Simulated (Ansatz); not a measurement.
Calculated with Ansatz (gas phase, PBE0-D4/def2-TZVP geometries, no zero-point term in ΔE). CCSD(T)/CBS adds triple-zeta CCSD(T) − MP2 to the extrapolated MP2 energy (def2 sets, frozen cores). Functionals use def2-TZVPP. def2 core potentials past Kr. For As, I outer-core shells are correlated without core-valence functions, which leaves a few kJ/mol of doubt a bond. Scalar relativity is left out up to krypton.

`I[SiH]1CO1` + `[AsH3]` → `[AsH2][SiH]1CO1` + HI  (ligand exchange at the Si–I bond)

`I[SiH]1CO1`:

Z-matrix (Å, degrees):
```
Si
C 1 1.799
O 1 1.650 2 50.8
I 1 2.410 2 122.2 3 -101.6
H 1 1.474 2 124.8 3 99.1
H 2 1.088 1 122.7 3 -98.8
H 2 1.088 1 120.9 3 99.6
```

`[AsH3]`:

Z-matrix (Å, degrees):
```
As
H 1 1.522
H 1 1.522 2 92.0
H 1 1.522 2 92.0 3 -92.1
```

`[AsH2][SiH]1CO1`:

Cartesian coordinates in Å:
```
As 0.846 -0.571 -1.845
Si -0.281 -0.295 0.193
C 0.002 1.179 1.203
O 0.690 -0.076 1.531
H -0.475 -0.473 -2.602
H 0.727 -2.088 -1.753
H -1.484 -1.132 0.416
H -0.706 1.489 1.970
H 0.681 1.968 0.887
```

HI:

Z-matrix (Å, degrees):
```
I
H 1 1.610
```

(1) Is it downhill or uphill in electronic energy at CCSD(T)/CBS, and by how much? (Best estimate.)

(2) What do these levels give: PBE-D4, ωB97X-V, r2SCAN, SCS-MP2/def2-TZVPP, CCSD/def2-TZVPP, CCSD(T)/def2-TZVPP? (Best estimate.)

Largest T1 diagnostic among the species: 0.013.

Answers

(1) Ansatz gave: Uphill: ΔE = +0.60 eV.

(2) Computed: PBE-D4 0.52, ωB97X-V 0.58, r2SCAN 0.58, SCS-MP2/def2-TZVPP 0.61, CCSD/def2-TZVPP 0.55, CCSD(T)/def2-TZVPP 0.55 eV.

In def2-TZVPP, CCSD(T) changes the Hartree–Fock value by −0.12 eV (the triples alone add −0.01 eV) and MP2 by −0.06 eV.
